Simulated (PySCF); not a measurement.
C2H9FN2Si.
SMILES: `CCN[Si@H](N)F`

The closed-shell SCF was solved with PySCF and density fitting under several settings on one GFN2-xTB geometry (grid level 2 and gas phase unless stated).

| settings | basis functions | SCF cycles | E (Eh) | HOMO (eV) | LUMO (eV) | dipole (D) |
| --- | --- | --- | --- | --- | --- | --- |
| PBE0/pcSseg-1 | 154 | 12 | -580.1082 | -6.92 | 1.44 | 1.71 |
| PBE0/def2-SVPD | 199 | 12 | -579.8655 | -7.01 | 0.65 | 1.75 |
| WP04/MINI, level shift 0.2 Eh | 43 | 10 | -586.2112 | -9.09 | 0.16 | 1.95 |
| PBE0/6-311G**, start guess atom | 170 | 11 | -580.2350 | -6.86 | 1.36 | 1.79 |
| B97-D/aug-cc-pVDZ, IEF-PCM dimethylsulfoxide, start guess atom, energy threshold 1e-08 Eh | 223 | 11 | -580.4256 | -5.46 | -0.33 | 2.06 |
| PBE0/aug-pcSseg-1, start guess sap | 244 | 15 | -580.1279 | -7.00 | -0.17 | 1.68 |

Q: Estimate the rows for these settings: (1) wB97X-D/def2-SVPD; (2) WP04/pcSseg-1, start guess vsap.

A: 
```csv
settings,basis functions,SCF cycles,E (Eh),HOMO (eV),LUMO (eV),dipole (D)
wB97X-D/def2-SVPD,199,14,-580.2145,-8.91,2.28,1.73
"WP04/pcSseg-1, start guess vsap",154,13,-590.1123,-8.00,-0.15,1.74
```

Q: Over all rows, what range does the HOMO–LUMO gap span?

A: From 5.13 eV (B97-D/aug-cc-pVDZ, IEF-PCM dimethylsulfoxide, start guess atom, energy threshold 1e-08 Eh) to 11.19 eV (wB97X-D/def2-SVPD). The functional of the narrowest has no exact exchange, that of the widest range-separated exact exchange.

Q: And the dipole moment?

A: From 1.68 D (PBE0/aug-pcSseg-1, start guess sap) to 2.06 D (B97-D/aug-cc-pVDZ, IEF-PCM dimethylsulfoxide, start guess atom, energy threshold 1e-08 Eh); the largest is 1.23 times the smallest, and the median is 1.75 D.

Q: Compare two rows with the functional PBE0: PBE0/pcSseg-1 and PBE0/6-311G**, start guess atom. Which energy is lower, and by how much?

A: PBE0/6-311G**, start guess atom (170 functions) lies 0.1268 Eh or 80 kcal/mol below PBE0/pcSseg-1 (154 functions).

B97-D and wB97X-D ran without the empirical dispersion term, which would shift the total energy alone. Cycle counts include a coarse-grid stage where the run had one. All basis functions are spherical, in the Pople sets too. WP04 was designed for NMR shieldings or shifts; total energies of different functionals aren't comparable. The structure is a single GFN2-xTB conformer; no vibrational corrections.

The values belong to the conformer `[CH3:1][CH2:2][NH:3][Si@H:4]([NH2:5])[F:6]`: C1–C2–N3–Si4 -150°, C2–N3–Si4–N5 168°, H–N5–Si4–N3 176°, H–N5–Si4–N3 -45°.
